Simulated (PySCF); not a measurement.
# Basis and Hamiltonian dependence of the excitation energy of Se

Se [Ar] 3d10 4s2 4p4 (3P) → Se [Ar] 3d10 4s1 4p5, s spin flipped. All values are computed (PySCF 2.14, energy differences of UHF-based or UKS calculations, no spin-orbit coupling). Values in eV.

```csv
basis,Hamiltonian,functions,UHF,r2SCAN,PBE0,MP2 (valence)
x2c-TZVPPall,spin-free X2C,48,14.435,12.240,12.332,12.778
aug-cc-pwCVDZ-PP with ECP10MDF,ECP,48,14.444,12.304,12.349,12.776
"x2c-TZVPPall with one added diffuse shell each of s, p, d type",spin-free X2C,57,14.430,12.245,12.335,12.772
"aug-cc-pVTZ-PP with one added diffuse shell each of s, d, f type with ECP10MDF",ECP,68,14.439,12.304,12.356,12.759
aug-cc-pVQZ-DK,spin-free X2C,93,14.434,12.263,12.350,12.721
```

Frozen in the all-electron rows: valence: [Ar] 3d10; with a core potential, the same shells as far as they lie outside it.

In the upper determinant the s electron has its spin opposite to the other open shell, which mixes two multiplicities. The upper state lies above the first ionisation limit, but in LS coupling its spin forbids autoionisation to the ground ion.
